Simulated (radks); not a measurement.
Task: These are the eigenvalues of the occupied orbitals of an atom or ion with whole-number occupations (hartree). All-electron calculation, scalar-relativistic Kohn-Sham, BLYP, spin-polarised, spherical densities, finite nucleus; Fermi nuclear charge, rms radius of each element as measured or else 0.836 A^(1/3) + 0.57 fm. Program: a radial shooting solver on a logarithmic mesh with Libxc functionals.

| orbital | eigenvalue |
|---|---|
| 1s | -1126.906 |
| 2s | -220.3347 |
| 2p | -204.3035 |
| 3s | -80.77225 |
| 3p | -75.66197 |

Which element is it, and in what charge state? The configuration may be excited. Open shells, if any, are filled with parallel spins first.

Result: Z = 50, tin, charge +32: Sn32+ in [Ar]. The list shows which subshells hold electrons but not how many an open one holds; the 1s level, -1126.9 hartree, gives Z - s = 47.5 by -(Z - s)^2/2, which with screening and relativity narrows Z to a few neighbours, and the depths of the outer levels then fix element, charge and occupations together.
